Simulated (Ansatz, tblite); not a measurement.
Cost and result up the ladder for In5P4H16⁻, a cluster cut from zinc blende InP (hydrogen-capped) (25 atoms). The state is a singlet with charge -1. Geometry: PBE-D4/def2-SVP.

```xyz
25

In    2.334    2.008    1.015
In    1.812   -2.288    1.411
In   -1.633    0.407    2.257
In   -1.519    2.217   -1.813
In   -2.045   -2.078   -1.417
P     0.962    0.074    2.064
P     1.083    1.997   -1.327
P     0.544   -2.404   -0.920
P    -2.246    0.249   -0.289
H     3.989    1.535    0.684
H     1.921    3.552    1.731
H     3.523   -2.289    1.032
H     1.062   -3.534    2.386
H    -1.938    2.049    2.796
H    -2.308   -0.994    3.073
H    -1.968    3.762   -1.124
H    -1.730    1.846   -3.513
H    -2.837   -3.320   -0.471
H    -2.197   -1.981   -3.160
H     1.384    0.148    3.434
H     1.754    2.944   -2.172
H     1.532    0.830   -2.029
H     0.947   -3.624   -1.561
H     1.244   -1.529   -1.814
H    -3.671    0.424   -0.272
```

Ansatz on 2 threads of AMD EPYC 7R13 on a shared host and a share (18 GiB) of an NVIDIA H100 80GB HBM3; xTB runs through tblite on one thread. Times are rough, summed over both states, and most runs start from the orbitals of an earlier one. PBE0-D4/def2-TZVP serves as the yardstick here, not as an exact answer. The other state is a doublet.

In the def2 sets In takes a core potential; there is no spin–orbit coupling. The xTB rows come from tblite. B3LYP takes the VWN-RPA correlation. Single mean-field runs in def2-TZVP are fitted with def2-universal-jkfit. HOMO above LUMO, or a gap near zero within one spin, warns that the state may not be the lowest or that an electron is smeared out.

Raw xTB energies of ions are shifted by several eV.

```csv
level,functions,wall time,vertical IE (eV),difference from PBE0-D4/def2-TZVP (eV),remarks
GFN2-xTB,97,0.091 s,9.48,4.21,–
GFN1-xTB,113,0.12 s,8.45,3.18,–
PBE-D4/def2-TZVP (with forces),494,31 s,4.82,-0.45,gap within one spin near zero (doublet)
B3LYP-D4/def2-TZVP,494,39 s,5.24,-0.03,–
PBE0-D4/def2-TZVP,494,52 s,5.27,0.00,–
```
